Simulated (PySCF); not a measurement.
Species: C7H12FPSi.
Cartesian coordinates in Å at the GFN2-xTB level; atoms count from 1:
```
atom  x, y, z in Å
C1    -2.7736    1.5248   -0.2478
C2    -2.0782    0.5462   -0.8177
C3    -1.0892   -0.2712   -0.1485
C4    -0.4517   -1.2977   -0.7213
F5    -0.6676   -1.6834   -1.9973
C6     0.5192   -2.0988    0.0706
P7     0.8341   -1.0816    1.6062
C8     2.1280    0.0734    0.9551
Si9    1.9519    0.9739   -0.7230
C10   -0.6996   -0.0584    1.2857
H11   -2.6546    1.7888    0.7895
H12   -3.4967    2.0956   -0.8043
H13   -2.2327    0.3071   -1.8621
H14    1.4432   -2.2971   -0.4778
H15    0.0854   -3.0657    0.3490
H16    2.2626    0.8191    1.7452
H17    3.0514   -0.5144    0.9460
H18    1.8902    0.0176   -1.8265
H19    3.1718    1.7766   -0.8585
H20    0.7925    1.8655   -0.7256
H21   -0.4946    0.9904    1.5109
H22   -1.5024   -0.3915    1.9516
```

Probes without a nucleus sit at each ring's centroid and 1 Å off its mean plane on both sides; NICS is minus the shielding there, NICSzz its component along the normal. Level: GIAO PBE0/pcSseg-1 (PySCF, non-relativistic, gas phase) on the GFN2-xTB geometry, one conformer.

Ring bond lengths (Å), with Mayer bond orders in brackets: C3–C4 1.337 (1.67), C4–C6 1.487 (1.06), C6–P7 1.869 (0.95), P7–C10 1.871 (0.95), C10–C3 1.501 (1.02).

Question: What do the NICS probes read (ppm)?

Answer: 
```json
{"ring": "C3–C4–C6–P7–C10", "type": "5-membered ring with P; formal bonds 1 double, 4 single", "NICS(0)": "-5.4", "NICS(1), two faces": "-4.2 / -3.3", "NICS(1)zz, two faces": "-5.8 / -2.7", "rms pucker (Å)": "0.10", "centre to ring atoms, mean (Å)": "1.36"}
```

Question: What can be read from them?

Answer: 
- C3–C4–C6–P7–C10: mean NICS(1)zz -4.3 ppm, shielded. C6, C10 have four or more neighbours, so the value isn't read as a sign of a π ring current. The two faces differ by 3.1 ppm, so no symmetry operation interchanges them.

Question: At the first NICS(1) probe listed for ring C3–C4–C6–P7–C10, 1 Å off the ring, how large is the induced field along the normal in 7.05 T applied along it?

Answer: NICSzz × B0 = -5.8 ppm × 7.05 T = -41 μT, against the applied field.
